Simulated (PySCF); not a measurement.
Assigning NMR signals

Structure with atom numbers: `[F:1][C:2]([F:3])([F:4])[C@@H:5]1[CH2:6][CH2:7][Si@H:8]1[Cl:9]`. Hydrogens are named by the atom that carries them. Ha(C6), Ha(C7) are cis to C2 on the ring; Hb(C6), Hb(C7) are trans to C2 on the ring.

- shielding tensors at PBE0/pcSseg-1 (GIAO)
- GFN2-xTB structure
- program: PySCF 2.14
- rapidly exchanging positions averaged, isolated molecule, relativity neglected, single conformer

Scale: TMS for ¹³C (σ = 186.93 ppm) and ¹H (σ = 31.72 ppm) (reference shieldings calculated alike).

(1) Assign these signals to the numbered atoms. ¹³C{¹H} NMR (computed): δ 137.3 (C), 45.8 (CH), 21.2 (CH2), 17.8 (CH2).

(2) Assign these signals to the numbered atoms. ¹H NMR (500 MHz, computed): δ 5.75 (m, 1H), 2.75 (m, 1H), 2.34 (m, 1H), 2.17 (m, 1H), 1.78 (m, 1H), 1.77 (m, 1H).

## Answers

(1) 
| δ (ppm) | atoms | environment | reason |
| --- | --- | --- | --- |
| 137.3 | C2 | CF3 carbon | 3 electronegative neighbours deshield it |
| 45.8 | C5 | sp3 CH bonded to Si | – |
| 21.2 | C7 | sp3 CH2 bonded to Si | – |
| 17.8 | C6 | sp3 CH2 in a ring | aliphatic region, no heteroatom directly attached |

(2) 
| δ (ppm) | atoms | environment | reason |
| --- | --- | --- | --- |
| 5.75 | H(Si8) | hydrogen on a silicon bonded to 2 C, Cl, in a 4-membered ring | – |
| 2.75 | H(C5) | hydrogen on an sp3 CH bonded to Si | – |
| 2.34 | Hb(C6) | hydrogen on an sp3 CH2 in a ring | – |
| 2.17 | Ha(C6) | hydrogen on an sp3 CH2 in a ring | – |
| 1.78 | Hb(C7) | hydrogen on an sp3 CH2 bonded to Si | – |
| 1.77 | Ha(C7) | hydrogen on an sp3 CH2 bonded to Si | – |

Hb(C7) and Ha(C7) lie closer than the usual error of such a calculation, so a measured spectrum could show them in the other order.

Splittings by ¹⁹F in the carbon and heteronuclear signals aren't shown, as no couplings were computed. Shifts are as computed. Against solution values, carbons near 30 ppm lie about +3 ppm off and those near 130 ppm about +5 ppm. Of 1309 compounds with measured shifts, 239 miss one by over three times the rms of a fit or turn the order of signals round; such compounds aren't used in these exercises. Multiplicities follow the n + 1 count of equivalent neighbours, as no J values were calculated; m marks all less simple cases, F and P coupling included.
